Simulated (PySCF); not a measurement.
CoP: from constants to spectrum

LC-ωPBE constants of CoP, ⁵Δ (quintet), unpaired electrons σ ↑, π ↑↑, δ ↑ (Co x2c-TZVPPall, P x2c-TZVPPall; spin-free X2C with a Gaussian nucleus (PySCF 2.14); masses 58.9332 and 30.9738 u):

* ωe: 400.3 cm⁻¹
* ωexe: 1.62 cm⁻¹
* Be: 0.19168 cm⁻¹
* αe: 0.00111 cm⁻¹
* D (centrifugal): 1.76e-07 cm⁻¹

Q: Give the vibrational terms G(v) and spacings up to v = 3.

A: G(v) = ωe(v+½) − ωexe(v+½)².

```json
{"v": "0", "G(v) (cm⁻¹)": "200", "G(v) − G(v−1)": "", "Bv (cm⁻¹)": "0.1911"}
{"v": "1", "G(v) (cm⁻¹)": "597", "G(v) − G(v−1)": "397", "Bv (cm⁻¹)": "0.1900"}
{"v": "2", "G(v) (cm⁻¹)": "991", "G(v) − G(v−1)": "394", "Bv (cm⁻¹)": "0.1889"}
{"v": "3", "G(v) (cm⁻¹)": "1381", "G(v) − G(v−1)": "391", "Bv (cm⁻¹)": "0.1878"}
```

De is left out where the level can put another filling of the metal’s s and d shells below the measured ground configuration, by anything from nothing to about 1 eV. The state is the lowest single determinant that the PBE0 search found; with open d or f shells the true ground state can be another one.
